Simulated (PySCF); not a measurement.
Ga(Me)2(Cl) (C₂H₆ClGa), SMILES [CH3][Ga]([CH3])[Cl].

The structure is a stationary point at B3LYP-D3(BJ)/def2-SVP. The isomer is the one that the SMILES or the coordinates give; other isomers of the formula were not compared.

Two levels are set side by side: TDDFT-PBE/def2-SVPD (PySCF) and TDDFT-B3LYP/def2-SVPD (PySCF). Vertical, same geometry. The lowest singlet is HOMO→LUMO 100 % with PBE and HOMO→LUMO 100 % with the other functional; states are paired by order. Differences are taken from unrounded values.

```json
[
 {"quantity": "lowest singlet excitation (eV)", "TDDFT-B3LYP": "5.24", "TDDFT-PBE": "4.91", "TDDFT-PBE minus TDDFT-B3LYP": "-0.33"},
 {"quantity": "lowest triplet excitation (TDA) (eV)", "TDDFT-B3LYP": "5.02", "TDDFT-PBE": "4.72", "TDDFT-PBE minus TDDFT-B3LYP": "-0.30"},
 {"quantity": "first bright state (f over 0.05) (eV)", "TDDFT-B3LYP": "6.28", "TDDFT-PBE": "5.82", "TDDFT-PBE minus TDDFT-B3LYP": "-0.46"},
 {"quantity": "its oscillator strength", "TDDFT-B3LYP": "0.17", "TDDFT-PBE": "0.12", "TDDFT-PBE minus TDDFT-B3LYP": "-0.05"}
]
```

Functionals without exact exchange tend to place singlet excitations lower, as here. Differences between two approximate levels are no errors against the true value.

Rough cost on one machine, each run with all the roots and properties that it gave: TDDFT-B3LYP against TDDFT-PBE about 3 times.
